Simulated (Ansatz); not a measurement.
A run for Ansatz (a quantum-chemistry and plane-wave program): R-B3LYP-D3(BJ)/def2-SVP on H2 (SMILES [H][H]).

Ansatz 0.2 input:
```yaml
crystal:
  periodic: [false, false, false]
  atoms:
    - {symbol: H, position_ang: [0.00000000, 0.00000000, 0.36860000]}
    - {symbol: H, position_ang: [0.00000000, 0.00000000, -0.36860000]}
basis:
  gaussian:
    orbitals: def2-SVP
hamiltonian:
  xc: b3lyp
  dispersion: d3bj
relax: {f_tol: 0.004, max_steps: 120}
scf: {lower_state_search: off}
```

Program output:

```
WARN ansatz: RAYON_NUM_THREADS=4 ignored (pool sized by the plan → 4); use --threads N
Functional definition: B3LYP
these checks for a lower state are left out or cut short: stability, starts, cluster_reference, orbital_swaps, neighbouring_geometries, increment
integrals: 0.00 GiB planned
104 factors; integrals over basis functions are off by at most 2.4e-4 eV
mean field: 0.04 GiB planned
mean field evaluation 1: about -31.8114 eV, gradient 5.3e0 eV
mean field evaluation 2: about -31.9268 eV, gradient 1.0e0 eV
mean field evaluation 4: about -31.9300 eV, gradient 1.0e-2 eV
mean field evaluation 8: about -31.9300 eV, gradient 3.3e-6 eV
mean field -31.93001135 eV, -1.1734062743 hartree, gradient 3.3e-6 eV, S^2 0.000000; 0 other end points of the search recorded, 0 dependent functions left out
the calculation of the forces begins
reference -31.93012007 eV, -1.1734102697 hartree; 1, 1 occupied and 9, 9 virtual orbitals, 104 factors
relax step   1: F+E_penalty+E_count = -31.93383054 eV  Δ(F+E_penalty+E_count) = +0.000e0 eV  max|allowed force component| = 9.006e-1 eV/Å  Δτ_max = 0.0000 Å  (8 SCF iters, accepted)
these checks for a lower state are left out or cut short: stability, starts, cluster_reference, orbital_swaps, neighbouring_geometries, increment
integrals: 0.00 GiB planned
104 factors; integrals over basis functions are off by at most 2.9e-4 eV
mean field: 0.04 GiB planned
mean field -31.94034575 eV, -1.1737860564 hartree, gradient 2.2e-6 eV, S^2 0.000000; 0 other end points of the search recorded, 0 dependent functions left out
the calculation of the forces begins
reference -31.94045462 eV, -1.1737900573 hartree; 1, 1 occupied and 9, 9 virtual orbitals, 104 factors
relax step   2: F+E_penalty+E_count = -31.94422067 eV  Δ(F+E_penalty+E_count) = -1.039e-2 eV  max|allowed force component| = 1.820e-2 eV/Å  Δτ_max = 0.0116 Å  (8 SCF iters, accepted)
these checks for a lower state are left out or cut short: stability, starts, cluster_reference, orbital_swaps, neighbouring_geometries, increment
integrals: 0.00 GiB planned
104 factors; integrals over basis functions are off by at most 2.9e-4 eV
mean field: 0.04 GiB planned
mean field evaluation 16: about -31.9413 eV, gradient 1.0e-2 eV
mean field -31.94034868 eV, -1.1737861642 hartree, gradient 2.5e-6 eV, S^2 0.000000; 0 other end points of the search recorded, 0 dependent functions left out
the calculation of the forces begins
reference -31.94045756 eV, -1.1737901653 hartree; 1, 1 occupied and 9, 9 virtual orbitals, 104 factors
relax step   3: F+E_penalty+E_count = -31.94422535 eV  Δ(F+E_penalty+E_count) = -4.684e-6 eV  max|allowed force component| = 2.195e-4 eV/Å  Δτ_max = 0.0003 Å  (5 SCF iters, accepted)
Total energy: -31.94433423 eV, -1.1739326301 hartree
Atom 0 at     0.000000    -0.000000     0.380433 Å, force    -0.000000     0.000000     0.000219 eV/Å
Atom 1 at    -0.000000     0.000000    -0.380433 Å, force     0.000000     0.000000    -0.000219 eV/Å
Dipole moment:    -0.000000     0.000000    -0.000000 e Å
Checks for a lower state left out: stability, starts, cluster_reference, orbital_swaps, neighbouring_geometries, increment
```

Self-consistency was reached.

Cost: very roughly 0.3 core-seconds.
